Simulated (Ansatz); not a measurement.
`[SiH3]N[SiH2]Cl` + PH₃ → `P[SiH2]Cl` + `N[SiH3]`  (ligand exchange at the Si–N bond)

Calculated with Ansatz (gas phase, PBE0-D4/def2-TZVP geometries, no zero-point term in ΔE). CCSD(T)/CBS is the MP2 limit (def2-TZVPP, def2-QZVPP) plus CCSD(T) − MP2 in def2-TZVPP, frozen cores. This one scheme is used for every species. Functionals use def2-TZVPP. Each species was taken in one conformer, which may not be the lowest.

`[SiH3]N[SiH2]Cl`:

Z-matrix (Å, degrees):
```
Si
N 1 1.734
H 1 1.484 2 106.6
H 1 1.487 2 112.3 3 120.0
H 1 1.487 2 110.5 3 -119.6
Si 2 1.708 1 127.5 3 -13.2
H 2 1.011 1 116.1 3 179.3
Cl 6 2.065 2 113.2 1 -84.2
H 6 1.479 2 109.4 1 157.8
H 6 1.477 2 108.8 1 33.9
```

PH₃:

```xyz
4

P     0.479    0.222   -0.242
H     0.512   -0.725    0.816
H    -0.487   -0.516   -0.975
H    -0.504    1.020    0.400
```

`P[SiH2]Cl`:

Cartesian coordinates in Å:
```
P -1.109 0.318 -1.006
Si 0.362 0.070 0.672
Cl -0.547 -1.020 2.163
H -0.899 -1.002 -1.485
H -0.112 0.875 -1.855
H 0.703 1.408 1.215
H 1.603 -0.649 0.296
```

`N[SiH3]`:

```xyz
7

N     0.684    0.446    0.686
Si   -0.335   -0.282   -0.493
H     0.944   -0.074    1.509
H     0.576    1.423    0.904
H     0.218   -1.624   -0.809
H    -1.763   -0.472   -0.095
H    -0.325    0.583   -1.701
```

CCSD(T)/CBS gives +0.56 eV.

(1) Another level gave +0.54 eV. Which?
A. SCS-MP2/def2-TZVPP
B. BLYP/def2-TZVPP
C. HF/def2-TZVPP
D. BLYP-D4/def2-TZVPP

Largest T1 diagnostic among the species: 0.013.

## Answers

(1) D. BLYP-D4 0.54, SCS-MP2/def2-TZVPP 0.63, HF/def2-TZVPP 0.68, BLYP 0.50 eV.

Leaving LDA and LC-ωPBE aside and taking each functional with its dispersion term where it has one, the values, not all of them listed here, spread over 0.21 eV, from PBE-D4 to BHLYP-D4. LDA lies +0.07 eV from PBE without D4. From BLYP to BHLYP (50 % exact exchange), in def2-TZVPP and without D4, ΔE moves by +0.10 eV.
